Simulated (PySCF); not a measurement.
OSc, SMILES [Sc]=[O] (connectivity only; charge and spin as stated), neutral, multiplicity 2. Atoms are numbered in the order given.

```xyz
2

Sc     0.0000     0.0000    -0.4585
O      0.0000     0.0000     1.2036
```
Charge 0, spin multiplicity 2.

Coordinates come from a B3LYP-D3(BJ)/def2-TZVPD optimisation.

Calculation: PBE/def2-TZVPD run with PySCF.

Mulliken values depend strongly on the basis, most of all with diffuse functions as here. Atomic charges (e):

```csv
atom,Mulliken,meta-Löwdin,Mulliken spin
Sc1,0.62,?,1.07
O2,-0.62,?,-0.07
```

What belongs in the gaps? (An estimate is asked for; the answer gives what the named calculation found.)


- Sc1, meta-Löwdin: 0.55
- O2, meta-Löwdin: -0.55
